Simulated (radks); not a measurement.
Results of a calculation; reference values are marked as such.
The mean radii <r> (bohr) of the occupied orbitals of an atom or ion are listed with their occupations. Code: a radial shooting solver on a logarithmic mesh with Libxc functionals. Model: non-relativistic Kohn-Sham, HCTH/407, spin-polarised, spherical densities, point nucleus.

orbital  occ.      <r>
1s          2  0.08162
2s          2   0.3893
2p          6   0.3504
3s          2    1.270
3p          6    1.420

Name the element and its charge. Open shells, if any, are filled with parallel spins first.

Answer. Z = 19, potassium, charge +1: K+ in [Ar]. The 1s radius gives Z: for a bare nucleus <r> = 1.5/Z, 0.07895 bohr for Z = 19, and screening makes it slightly larger (0.08162 here). The occupations add up to 18, and the charge is Z minus that.
